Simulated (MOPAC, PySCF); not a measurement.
C2H7BO, SMILES `COCB`, neutral singlet in the gas phase. 

Cartesian coordinates (Å):
SMILES: O(C)CB
```xyz
11

B      1.9457    -0.0853     0.3219
C      0.5347     0.2827    -0.1925
O     -0.4593    -0.6699     0.0733
C     -1.7154    -0.2892    -0.4128
H      2.1657    -1.1059     0.9012
H      2.8302     0.6956     0.1201
H      0.6140     0.4860    -1.2803
H      0.2665     1.2711     0.2339
H     -2.0581     0.6502     0.0450
H     -1.7023    -0.1536    -1.5040
H     -2.4218    -1.0817    -0.1638
```
Charge 0, multiplicity 1.

All levels are single points at this geometry (PBE0-D4/def2-TZVP); Pople sets use spherical d functions. Orbital energies aren't observables, and empty levels follow the basis.

```tsv
level	HOMO (eV)	LUMO (eV)	gap (eV)	dipole (D)	vertical IE, Delta-SCF (eV)
B3LYP-D3(BJ)/def2-TZVP in PySCF	-7.30	-1.61	5.69	1.54	9.92
PBE0-D4/def2-TZVP in PySCF	-7.53	-1.36	6.17	1.55	9.87
B3LYP/3-21G in PySCF	-6.59	-1.35	5.24	1.74	–
B3LYP/6-311+G** in PySCF	-7.32	-1.64	5.68	1.67	–
B3LYP/6-31G* in PySCF	-6.92	-1.20	5.72	1.56	9.72
BP86/6-31G* in PySCF	-5.68	-2.13	3.55	1.55	–
M06-2X/6-31G* in PySCF	-8.83	-0.02	8.81	1.57	–
PBE/6-31G* in PySCF	-5.55	-2.06	3.50	1.56	–
HF/3-21G in PySCF	-11.14	2.71	13.85	1.94	–
HF/6-31G* in PySCF	-11.39	2.94	14.33	1.67	–
AM1 in MOPAC	-10.56	1.51	12.07	1.66	–
PM3 in MOPAC	-10.67	0.37	11.04	1.79	–
PM6 in MOPAC	-9.65	-0.06	9.59	2.19	–
```
